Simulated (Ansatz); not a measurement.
Basis-set extrapolation for C2H6BFS, SMILES `CB(S)CF` (PBE0-D4/def2-TZVP geometry, frozen core, Ansatz). Multiplicity 1, RHF reference.

```
                      def2-TZVPP   def2-QZVPP
                 HF  -601.013323  -601.033480
    MP2 correlation    -0.872063    -0.940588
CCSD(T) correlation    -0.956541      not run
```

Energies in hartree. Use E(X) = E(∞) + A·exp(−7.88·√X) for Hartree–Fock and E(X) = E(∞) + B·X^(−2.97) for correlation, with X = 3 and 4, and add CCSD(T) minus MP2 of the smaller set to the MP2 limit.

Question: What is the CCSD(T) energy at the basis-set limit?

Answer: HF limit: -601.033480 + (-0.020157) × 0.13774 = -601.03626. MP2 limit: -0.940588 + (-0.068525) × 0.74074 = -0.99135. Higher-order term: -0.956541 − (-0.872063) = -0.08448. Total: -602.11209 hartree, 373.4 kJ/mol below CCSD(T)/def2-TZVPP.
